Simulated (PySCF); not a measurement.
Predicted microwave data (PySCF 2.14.0, PBE0-D3(BJ)/def2-SVP geometry optimisation, gas phase) for one isomer of C5H8F3OP:

```
Rotational constants : A = 1675, B = 763.6, C = 684.2 MHz
Dipole components    : |μa| = 2.41 D, |μb| = 0.22 D, |μc| = 3.35 D
Inertial defect      : -224.88 u·Å²
κ                    : -0.84
```

Question: Which structure is it? (One computed conformer of each.)
A. `[O:1]=[P@@H:2]1[CH2:3][CH2:4][C@H:5]([C:6]([F:7])([F:8])[F:9])[CH2:10]1` with O1–P2–C3–C4 -109°, P2–C3–C4–C5 -38°, C3–C4–C5–C6 173°, C4–C5–C10–P2 -36°
B. `[CH2:1]=[CH:2][CH2:3][P@:4]([CH3:5])(=[O:6])[C:7]([F:8])([F:9])[F:10]` with C1–C2–C3–P4 -115°, C2–C3–P4–C5 72°
C. `[O:1]=[P@@H:2]1[CH2:3][CH2:4][CH2:5][C@H:6]1[C:7]([F:8])([F:9])[F:10]` with O1–P2–C3–C4 -146°, P2–C3–C4–C5 42°, C3–C4–C5–C6 -47°, C4–C5–C6–C7 -95°
D. `[CH3:1]/[CH:2]=[CH:3]/[P@@:4]([CH3:5])(=[O:6])[C:7]([F:8])([F:9])[F:10]` with C2–C3–P4–C5 -130°

Answer: D. It is C/C=C/[P@@](C)(=O)C(F)(F)F, an asymmetric top, point group C1. The candidates at the same level (rigid rotor, commonest isotopes):

| SMILES | A (MHz) | B (MHz) | C (MHz) | μa (D) | μb (D) | μc (D) | Δ (u·Å²) | point group | rotor |
| --- | --- | --- | --- | --- | --- | --- | --- | --- | --- |
| C=CC[P@](C)(=O)C(F)(F)F | 1886 | 739.2 | 709.3 | 2.04 | 1.96 | 2.65 | -239.17 | C1 | near-prolate asymmetric top |
| O=[P@@H]1CCC[C@H]1C(F)(F)F | 1704 | 968.4 | 752.8 | 0.22 | 3.97 | 0.40 | -147.13 | C1 | asymmetric top |
| O=[P@@H]1CC[C@H](C(F)(F)F)C1 | 2449 | 646.8 | 592.5 | 1.10 | 2.05 | 2.61 | -134.66 | C1 | near-prolate asymmetric top |
| C/C=C/[P@@](C)(=O)C(F)(F)F | 1675 | 763.6 | 684.2 | 2.41 | 0.22 | 3.35 | -224.88 | C1 | asymmetric top |

`O=[P@@H]1CCC[C@H]1C(F)(F)F` has B 27 % too high; `C=CC[P@](C)(=O)C(F)(F)F` has A 13 % too high; `O=[P@@H]1CC[C@H](C(F)(F)F)C1` has A 46 % too high. No structure here is proved a minimum.
